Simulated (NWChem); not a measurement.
System: CdBrCl; SMILES [Cl][Cd][Br]

Input file for NWChem:

```
start job
memory heap 200 mb stack 900 mb global 1100 mb
geometry units angstroms noautoz
  Cd    -0.252559     0.341616     0.000000
  Cl    -0.662835     2.584644     0.000000
  Br     0.179923    -2.020890     0.000000
end
basis spherical
  Cd library def2-svp
  Cl library def2-svp
  Br library def2-svp
end
ecp
  Cd library def2-ecp
end
dft
  xc m06-2x
  grid coarse
  iterations 150
  mulliken
end
task dft gradient
```

Parts of the log:

```
             Northwest Computational Chemistry Package (NWChem) 7.3.0
             --------------------------------------------------------

 ORDER OF PRIMARY AXIS IS BEING SET TO 4
 C4V symmetry detected

                             Geometry "geometry" -> ""
                             -------------------------

 Output coordinates in angstroms (scale by  1.889725989 to convert to a.u.)

  No.       Tag          Charge          X              Y              Z
 ---- ---------------- ---------- -------------- -------------- --------------
    1 Cd                  48.0000     0.00000000     0.00000000     0.45297672
    2 Cl                  17.0000     0.00000000     0.00000000     2.73321814
    3 Br                  35.0000     0.00000000     0.00000000    -1.94878831

 Effective nuclear repulsion energy (a.u.)     626.7705988914

      Symmetry information
      --------------------

 Group name             C4v
 Group number             18
 Group order               8
 No. of unique centers     3

                                 NWChem DFT Module
                                 -----------------

 Summary of "ao basis" -> "ao basis" (spherical)
 ------------------------------------------------------------------------------
       Tag                 Description            Shells   Functions and Types
 ---------------- ------------------------------  ------  ---------------------
 Cd                         def2-svp                11       31   5s3p2d1f
 Cl                         def2-svp                 8       18   4s3p1d
 Br                         def2-svp                12       32   5s4p3d

      Symmetry analysis of basis
      --------------------------

        a1         31
        a2          0
        b1          7
        b2          7
        e          36

            General Information
            -------------------
          SCF calculation type: DFT
          Wavefunction type:  closed shell.
          No. of atoms     :     3
          No. of electrons :    72
           Alpha electrons :    36
            Beta electrons :    36
          Charge           :     0
          Spin multiplicity:     1
          Use of symmetry is: on ; symmetry adaption is: on
          Maximum number of iterations: 150
          AO basis - number of functions:    81
                     number of shells:    31
          Convergence on energy requested:  1.00D-06
          Convergence on density requested:  1.00D-05
          Convergence on gradient requested:  5.00D-04

              XC Information
              --------------
                       M06-2X Method XC Functional
                     Hartree-Fock (Exact) Exchange  0.540
                        M06-2X Exchange Functional  1.000
                      M06-2X Correlation Potential  1.000

             Grid Information
             ----------------
          Grid used for XC integration:  coarse
          Radial quadrature: Mura-Knowles
          Angular quadrature: Lebedev.
          Tag              B.-S. Rad. Rad. Pts. Rad. Cut. Ang. Pts.
          ---              ---------- --------- --------- ---------
          Cd                  1.55      104           8.0       302
          Cl                  1.00       70          11.0       302
          Br                  1.15       95          11.0       302
          Grid pruning is: on
          Number of quadrature shells:   269
          Spatial weights used:  Erf1

      Superposition of Atomic Density Guess
      -------------------------------------

 Sum of atomic energies:       -3223.38301374

      Non-variational initial energy
      ------------------------------

 Total energy =   -3198.532753
 1-e energy   =   -5114.002769
 2-e energy   =    1615.086990
 HOMO         =      -0.395439
 LUMO         =      -0.064682

      Symmetry analysis of molecular orbitals - initial
      -------------------------------------------------

 !! scf_movecs_sym_adapt:   14 vectors were symmetry contaminated

  Symmetry fudging

 !! scf_movecs_sym_adapt:   12 vectors were symmetry contaminated

  Numbering of irreducible representations:

     1 a1          2 a2          3 b1          4 b2          5 e

  Orbital symmetries:

     1 a1          2 a1          3 a1          4 a1          5 e
     6 e           7 a1          8 a1          9 a1         10 e
    11 e          12 a1         13 e          14 e          15 a1
    16 a1         17 e          18 e          19 b1         20 b2
    21 a1         22 e          23 e          24 a1         25 a1
    26 a1         27 e          28 e          29 b1         30 b2
    31 a1         32 a1         33 e          34 e          35 e
    36 e          37 a1         38 e          39 e          40 a1
    41 a1         42 e          43 e          44 a1         45 a1
    46 e

     ---------------------------------------------
      Total Density - Mulliken Population Analysis
     ---------------------------------------------

    Atom       Charge   Shell Charges
 -----------   ------   -------------------------------------------------------
    1 Cd  20    18.89  -0.37  1.61  0.75  0.49  0.20  5.95  0.18  0.08  9.11  0.88  0.00
    2 Cl  17    17.59   2.00  1.99  1.23  0.73  5.94  2.19  3.50  0.01
    3 Br  35    35.53   2.00  2.00  2.00  1.37  0.59  6.00  5.99  2.40  3.18  8.23  1.73  0.05

   convergence    iter        energy       DeltaE   RMS-Dens  Diis-err
 ---------------- ----- ----------------- --------- --------- ---------
 d= 0,ls=0.0,diis     1  -3201.6471083652 -3.50D+03  1.25D-02  2.81D-01
 d= 0,ls=0.0,diis     2  -3201.6632576061 -1.61D-02  5.70D-03  1.81D-01
 d= 0,ls=0.0,diis     3  -3201.6889744610 -2.57D-02  7.05D-04  5.14D-03
 d= 0,ls=0.0,diis     4  -3201.6894532123 -4.79D-04  1.99D-04  2.64D-04
 d= 0,ls=0.0,diis     5  -3201.6894901087 -3.69D-05  6.85D-05  7.15D-06
  Resetting Diis
 d= 0,ls=0.0,diis     6  -3201.6894916335 -1.52D-06  1.34D-05  7.77D-07
 d= 0,ls=0.0,diis     7  -3201.6894917445 -1.11D-07  3.26D-06  2.78D-08

         Total DFT energy =    -3201.689491744532
      One electron energy =    -5114.808943182295
           Coulomb energy =     1747.902516257712
    Exchange-Corr. energy =     -135.166090635253
 Nuclear repulsion energy =      300.383025815303

 Numeric. integr. density =       71.999999645955

                  Occupations of the irreducible representations
                  ----------------------------------------------

                     irrep           alpha         beta
                     --------     --------     --------
                     a1               16.0         16.0
                     a2                0.0          0.0
                     b1                2.0          2.0
                     b2                2.0          2.0
                     e                16.0         16.0

                       DFT Final Molecular Orbital Analysis
                       ------------------------------------

 Vector   34  Occ=2.000000D+00  E=-3.758180D-01  Symmetry=e
              MO Center= -4.7D-17, -4.3D-17,  2.2D+00, r^2= 3.2D+00
   Bfn.  Coefficient  Atom+Function         Bfn.  Coefficient  Atom+Function
  ----- ------------  ---------------      ----- ------------  ---------------
    43      0.603334  2 Cl py                40      0.434886  2 Cl py
    37      0.252109  2 Cl py                65      0.171435  3 Br py
    62      0.157150  3 Br py                59     -0.104329  3 Br py
    13      0.100612  1 Cd py                16     -0.082636  1 Cd d -1
    10      0.072870  1 Cd py                 7     -0.066013  1 Cd py

 Vector   35  Occ=2.000000D+00  E=-3.514156D-01  Symmetry=e
              MO Center= -1.6D-16, -7.6D-16, -1.4D+00, r^2= 3.5D+00
   Bfn.  Coefficient  Atom+Function         Bfn.  Coefficient  Atom+Function
  ----- ------------  ---------------      ----- ------------  ---------------
    65      0.568140  3 Br py                62      0.477377  3 Br py
    59     -0.319885  3 Br py                43     -0.214951  2 Cl py
    40     -0.149670  2 Cl py                16      0.141537  1 Cd d -1
    64     -0.118776  3 Br px                56      0.103832  3 Br py
    61     -0.099801  3 Br px                37     -0.086868  2 Cl py

 Vector   36  Occ=2.000000D+00  E=-3.514156D-01  Symmetry=e
              MO Center= -2.5D-16, -2.3D-16, -1.4D+00, r^2= 3.5D+00
   Bfn.  Coefficient  Atom+Function         Bfn.  Coefficient  Atom+Function
  ----- ------------  ---------------      ----- ------------  ---------------
    64      0.568140  3 Br px                61      0.477377  3 Br px
    58     -0.319885  3 Br px                42     -0.214951  2 Cl px
    39     -0.149670  2 Cl px                18     -0.141537  1 Cd d  1
    65      0.118776  3 Br py                55      0.103832  3 Br px
    62      0.099801  3 Br py                36     -0.086868  2 Cl px

 Vector   37  Occ=0.000000D+00  E=-5.040845D-02  Symmetry=a1
              MO Center=  8.6D-17, -2.1D-14,  3.5D-01, r^2= 5.1D+00
   Bfn.  Coefficient  Atom+Function         Bfn.  Coefficient  Atom+Function
  ----- ------------  ---------------      ----- ------------  ---------------
     5      0.872292  1 Cd s                 66     -0.432294  3 Br pz
     4      0.428178  1 Cd s                 44      0.377132  2 Cl pz
     2     -0.276027  1 Cd s                 54     -0.276946  3 Br s
    17      0.254244  1 Cd d  0              35     -0.253231  2 Cl s
    63     -0.230087  3 Br pz                41      0.196898  2 Cl pz

[...]

                         DFT ENERGY GRADIENTS

    atom               coordinates                        gradient
                 x          y          z           x          y          z
   1 Cd      0.000000   0.000000   0.856002    0.000000   0.000000  -0.000306
   2 Cl      0.000000   0.000000   5.165033    0.000000   0.000000  -0.006872
   3 Br      0.000000   0.000000  -3.682676    0.000000   0.000000   0.007178
```

Level: M06-2X/def2-SVP with def2 effective core potentials on Cd. Structure relaxed at the PBE0/def2-SVP level. def2 effective core potentials on Cd; no spin-orbit coupling.
